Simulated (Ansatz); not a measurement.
Cost and result up the ladder for Si₁₆Bi (17 atoms). The state is a doublet with charge 0. Geometry: r2SCAN-D4/def2-SVP.

Cartesian coordinates in Å:
```
Bi -3.158 -0.271 -2.469
Si 1.075 -0.466 -2.460
Si 1.586 -2.580 1.204
Si -0.737 -3.129 0.375
Si -0.560 1.735 1.844
Si 1.057 -0.246 1.925
Si -1.148 -0.854 1.292
Si -0.755 1.184 -2.238
Si 1.666 1.906 2.762
Si -2.316 0.937 -0.206
Si -0.614 2.719 -0.380
Si 2.185 -0.714 -0.207
Si -0.987 -1.084 -1.114
Si -2.732 0.684 2.103
Si 1.009 -2.623 -1.288
Si 1.496 1.788 0.336
Si 2.934 1.013 -1.480
```

Ansatz on 2 threads of AMD EPYC 7R13 on a shared host and a share (18 GiB) of an NVIDIA H100 80GB HBM3. Times are rough, and most runs start from the orbitals of an earlier one. PBE0-D4/def2-TZVP serves as the yardstick here, not as an exact answer. Differences are given only for rows in sets of like size (and for xTB, whose basis is part of the method), since another set adds its own error. Binding counts from free atoms at the same level (Bi quartet, Si triplet; other spins of the atoms weren't run), without zero-point energy or a counterpoise term.

In the def2 sets Bi takes a core potential; there is no spin–orbit coupling. Correlated methods freeze 84 core orbitals; core or outer-core shells of Bi are correlated, in sets that lack core-valence functions. The rows differ in basis, and correlated rows in double-zeta sets carry the largest basis error. Single mean-field runs in def2-TZVP are fitted with def2-universal-jkfit. Another isomer (doublet) lies 0.22 eV lower at PBE0-D4/def2-TZVP; other spin states weren't run for this one.

Correlated methods converge slowly with the basis, most of all in double-zeta sets.

| level | functions | wall time |
| --- | --- | --- |
| PBE-D4/def2-SVP | 314 | 3.8 s |
| MP2/def2-SVP | 314 | 4 s |
| LDA (SPW92)/def2-TZVP | 642 | 4.9 s |
| PBE0-D4/def2-SVP | 314 | 4.9 s |
| RPA@PBE/def2-SVP | 314 | 6 s |
| PBE-D4/def2-TZVP (with forces) | 642 | 7.5 s |
| r2SCAN-D4/def2-TZVP | 642 | 8.5 s |
| PBE0-D4/def2-TZVP | 642 | 11 s |

Question: Estimate what each level gives for the binding energy per atom (eV).

Answer: 
```csv
level,binding energy per atom (eV),difference from PBE0-D4/def2-TZVP (eV),remarks
PBE-D4/def2-SVP,3.82,–,–
MP2/def2-SVP,3.43,–,spin-contaminated (⟨S²⟩ 0.88)
LDA (SPW92)/def2-TZVP,4.36,0.62,–
PBE0-D4/def2-SVP,3.67,–,–
RPA@PBE/def2-SVP,2.88,–,–
PBE-D4/def2-TZVP (with forces),3.88,0.14,–
r2SCAN-D4/def2-TZVP,3.71,-0.03,–
PBE0-D4/def2-TZVP,3.74,0.00,–
```
